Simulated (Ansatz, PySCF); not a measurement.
Torsion H4–O1–Bi2–O3 in BiH3O2 (SMILES [OH][BiH][OH]); at each angle all else is relaxed with GFN2-xTB, and the levels are single points there.
Geometry at 90° (charge 0, multiplicity 1):
```xyz
6

O     -1.58311    -0.26549     0.59814
Bi     0.40284     0.34282     0.36269
O     -0.05257     2.30480     0.84923
H     -2.06979    -0.18809    -0.22142
H      0.69426    -0.10170     2.05186
H     -0.61667     2.31022     1.62028
```

On the grid 0° to 330°, 180° is the highest and 90° the lowest point at MP2/CBS(def2-TZVPP, def2-QZVPP) + ΔCCSD(T)/def2-TZVPP.

Codes used: Ansatz (Gaussian basis) for Hartree–Fock, density functionals and correlated methods; PySCF for the dispersion terms.  In def2 rows elements past Kr take small-core potentials, without spin–orbit coupling.

Question: What energy at 180° less that at 90° does HF/def2-SVP give?

Answer: 90 meV

Ansatz is a program for electronic structure.
